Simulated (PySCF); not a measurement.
An unknown is described by computed data only.

Elements present: C, Cl, H, N and O. Monoisotopic mass: 159.0451 u.

- 13C NMR: chemical shifts (computed TMS as zero) by class: 161.9 (1 C), 150.9 (1 C), 132.8 (1 C), 42.3 (1 C), 33.0 (2 C), 13.7 (1 C) ppm [GIAO PBE0/pcSseg-1]
- Rotational structure: rotational constants A, B, C: 4.270, 0.364, 0.354 GHz [GFN2-xTB]
- 1H NMR: chemical shifts (computed TMS as zero) by class: 7.50 (1 H), 5.80 (1 H), 5.08 (1 H), 4.66 (1 H), 2.61 (2 H), 1.80 (2 H), 1.78 (1 H), 1.75 (1 H) ppm [GIAO PBE0/pcSseg-1]
- Dipole: 3.57 D [PBE0/pcSseg-1]
- NMR, other nuclei: isotropic shieldings of nuclei other than C and H, by class: 105 (1 N), -24 (1 O), 735 (1 Cl) ppm [GIAO PBE0/pcSseg-1]

Electronic properties: PySCF, gas phase, density fitting. Levels stand in brackets. Isolated species at its GFN2-xTB geometry (one conformer only). NMR classes are plain means over equivalent atoms (diastereotopic ones count apart unless rotation or inversion swaps them), as if these changed places fast.

Q: Which formula fits the mass and the elements?

A: C7H10ClNO (calculated 159.0451). No other formula that holds each of these elements comes within 0.0003 u with a fitting electron parity and a possible valence count.

Q: Give a SMILES that accounts for the data.

A: Numbering: `[O:1]=[C:2](/[CH:3]=[CH:4]/[Cl:5])[NH:6][CH:7]1[CH2:8][CH2:9][CH2:10]1`. Its formula, C7H10ClNO, gives 3 degrees of unsaturation: 1 ring and 2 π bonds in the structure found. 7 carbons fall into 6 classes; from least to most shielded: amide carbonyl carbon [C2] (161.9 ppm), vinylic C–Cl carbon [C4] (150.9 ppm), alkene CH carbon [C3] (132.8 ppm), ring sp3 carbon bound to nitrogen [C7] (42.3 ppm), four-membered-ring carbon [C8/C10] (33.0 ppm, 2 C), four-membered-ring carbon [C9] (13.7 ppm). Hydrogen classes from least to most shielded: 1 H on a vinylic C–Cl carbon, C4 (7.50 ppm), 1 H on an alkene CH carbon, C3 (5.80 ppm), 1 H on an sp3 carbon bound to nitrogen, C7 (5.08 ppm), 1 H on an amide nitrogen, N6 (4.66 ppm), 2 H on 2 four-membered-ring carbons, C8/C10 (2.61 ppm), 2 H on 2 four-membered-ring carbons, C8/C10 (1.80 ppm), 1 H on a four-membered-ring carbon, C9 (1.78 ppm), 1 H on a four-membered-ring carbon, C9 (1.75 ppm). The other shieldings belong to: 105 ppm, amide nitrogen [N6]; -24 ppm, amide oxygen [O1]; 735 ppm, vinyl chlorine [Cl5]. The optimised geometry has point group Cs and is an asymmetric top. Structure: `O=C(/C=C/Cl)NC1CCC1`. The assignments are read from this structure; whether some other isomer fits the data as well wasn't checked.

Shape of the structure used: `[O:1]=[C:2](/[CH:3]=[CH:4]/[Cl:5])[NH:6][CH:7]1[CH2:8][CH2:9][CH2:10]1`: O1–C2–C3–C4 1°, O1–C2–N6–C7 0°, C2–N6–C7–C8 -128°.
